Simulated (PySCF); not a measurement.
Species: C₇H₁₂F (charge +1).
Structure used (PBE0-D3(BJ)/def2-SVP), in Å, numbered top down from 1:
```
atom  x, y, z in Å
C1    -2.4251    0.4550   -1.0587
C2    -2.1043   -0.9089   -0.6803
C3    -3.1239   -1.9517   -0.8362
F4    -2.7097   -3.1684   -0.4463
C5    -0.8074   -1.2721   -0.1441
C6     0.2520   -0.2212   -0.0247
C7     1.6954   -0.6251   -0.0512
C8     1.1209    0.1157   -1.2142
H9    -3.4172    0.5956   -1.5043
H10   -2.3137    1.0914   -0.1577
H11   -1.6160    0.8273   -1.7175
H12   -3.4324   -1.9575   -1.9051
H13   -4.0294   -1.6370   -0.2725
H14   -0.4853   -2.1784   -0.7067
H15   -1.0464   -1.7728    0.8280
H16   -0.0045    0.6065    0.6458
H17    1.9283   -1.6859   -0.1834
H18    2.3791   -0.0988    0.6181
H19    0.9652   -0.4400   -2.1444
H20    1.4034    1.1611   -1.3595
```

All values: PBE0/pcSseg-1 and wB97X-D/def2-SVPD (PySCF, non-relativistic), on one gas-phase PBE0-D3(BJ)/def2-SVP geometry that isn't relaxed in the solvent. The solvent is an IEF-PCM continuum (cavity from Bondi-type radii × 1.2). Specific hydrogen bonds and non-electrostatic terms are outside this model.

Gas phase at PBE0/pcSseg-1: HOMO -12.57 eV, LUMO -8.44 eV.

What does the continuum do to the energy and the frontier levels at PBE0/pcSseg-1 in cyclohexane and tetrahydrofuran?

```tsv
solvent	ε	E(solvent) − E(gas) (kcal/mol)	polarisation term (kcal/mol)	distortion of the solute (kcal/mol)	HOMO (eV)	LUMO (eV)
cyclohexane	2.017	-28.82	-29.10	0.28	-10.52	-6.10
tetrahydrofuran	7.426	-50.68	-51.89	1.21	-9.08	-4.36
```

The polarisation term is half the interaction of the solute with the surface charges that it induces; the rest is the cost of distorting the solute's density. The sum is the electrostatic part of solvation alone. From cyclohexane to tetrahydrofuran the lowering changes by a factor 1.76, Born's factor 1 − 1/ε by 1.72 and ε itself by 3.7.

Which radius a makes Born's formula ΔE = −(q²/2a)(1 − 1/ε) give the value in tetrahydrofuran?

a = q²(1 − 1/ε)/(2|ΔE|) = 2.83 Å, with q = +1 e and |ΔE| = 0.0808 Eh; the farthest nucleus lies 3.54 Å from the centroid of the nuclei. The formula assumes a point charge at the centre of a sphere.

Which ESP-fitted charges (PBE0/pcSseg-1) respond most in cyclohexane (means over atoms taken as equivalent)?

```tsv
atoms	environment	gas (e)	solvent (e)	change
C6	three-membered-ring carbon	-0.123	-0.077	+0.046
C2	formal carbocation centre	+0.398	+0.438	+0.040
C5	chain CH2 carbon	-0.334	-0.364	-0.030
C1	methyl carbon	-0.388	-0.409	-0.021
C7/C8	three-membered-ring carbon	-0.267	-0.288	-0.021
F4	alkyl fluorine	-0.195	-0.211	-0.016
H14/H15	methylene hydrogen	+0.225	+0.231	+0.006
H16	methine hydrogen	+0.160	+0.154	-0.006
```

Gas phase at wB97X-D/def2-SVPD: HOMO -14.42 eV, LUMO -6.56 eV.

What does the continuum do to the energy and the frontier levels at wB97X-D/def2-SVPD in cyclohexane?

```json
{"solvent": "cyclohexane", "ε": "2.017", "E(solvent) − E(gas) (kcal/mol)": "-28.77", "polarisation term (kcal/mol)": "-29.08", "distortion of the solute (kcal/mol)": "0.31", "HOMO (eV)": "-12.37", "LUMO (eV)": "-4.23"}
```

How does the static polarisability (wB97X-D/def2-SVPD, frozen core, with the continuum's full static response) change?

```tsv
medium	isotropic (au)	principal values (au)	⟨r²⟩ of the electrons (bohr²)
gas	78.9	63.5, 78.3, 95.0	1239.2
cyclohexane	88.2	71.5, 88.6, 104.5	1240.5
```

The isotropic value in cyclohexane is 1.12 times the gas-phase one; no cavity-field correction is applied. ⟨r²⟩ is taken about the centre of nuclear charge.

Note: wB97X-D ran without an empirical dispersion term, which enters the total energy and its gradient alone.
